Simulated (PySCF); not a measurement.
Stretching SrC

Set-up: PySCF, scalar-relativistic core potentials, basis sets Sr def2-TZVP with ECP28, C def2-TZVP. Energies in eV from Sr + C in their ground configurations at the same level. All curves are PBE0. state 1: Ms = 1 determinant of mixed spin (⟨S²⟩ near 2.9), unpaired electrons π ↑↑; state 2: Ms = 0 determinant of mixed spin (⟨S²⟩ near 2.0), unpaired electrons σ ↓↓, π ↑↑, a second solution, started from another occupation; state 3: Ms = 0 determinant of mixed spin (⟨S²⟩ near 1.0), unpaired electrons π ↑↓, a mixture of terms (⟨Lz²⟩ = 2.0), a second solution, started from another occupation; state 4: ³Π (triplet), unpaired electrons σ ↑, π ↑, a second solution, started from another occupation.

| R (Å) | state 1 | state 2 | state 3 | state 4 |
| --- | --- | --- | --- | --- |
| 2.091 | -1.807 | -1.075 | -0.846 | -1.310 |
| 2.189 | -2.139 | -1.366 | -1.140 | -1.331 |
| 2.286 | -2.324 | -1.519 | -1.301 | -1.241 |
| 2.359 | -2.389 | -1.566 | -1.356 | -1.123 |
| 2.432 | -2.406 | -1.568 | -1.368 | -0.975 |
| 2.505 | -2.386 | -1.536 | -1.349 | -0.807 |
| 2.602 | -2.317 | -1.454 | -1.289 | -0.568 |
| 2.724 | -2.184 | -1.311 | -1.178 | -0.264 |
| 2.870 | -1.988 | -1.105 | -1.021 | 0.078 |
| 3.064 | -1.703 | -0.810 | -0.806 | 0.477 |

Put a parabola through the three lowest points of the state 1 curve and estimate Re, k and ωe (reduced mass 10.56 u; 1 eV/Å² = 0.16022 mdyn/Å; ωe = 1302.8·√(k/μ) cm⁻¹).

Through R = 2.359, 2.432, 2.505 Å the second-order coefficient is 3.47 eV/Å², so Re ≈ 2.429 Å, k ≈ 1.11 mdyn/Å and ωe ≈ 423 cm⁻¹. A polynomial fit of higher order to the unrounded PBE0 energies gives Re = 2.426 Å, k = 1.13 mdyn/Å, ωe = 427 cm⁻¹; anharmonicity and rounding make the difference.

The higher-order fit for each curve: state 1: Re = 2.426 Å, ωe = 427 cm⁻¹, De = 2.41 eV; state 2: Re = 2.399 Å, ωe = 431 cm⁻¹, minimum 1.57 eV below the ground-state fragments; state 3: Re = 2.421 Å, ωe = 400 cm⁻¹, minimum 1.37 eV below the ground-state fragments; state 4: Re = 2.155 Å, ωe = 581 cm⁻¹, minimum 1.34 eV below the ground-state fragments.

Spin–orbit coupling is left out. The state is the lowest determinant that a PBE0 search found; another state may lie lower at other levels.
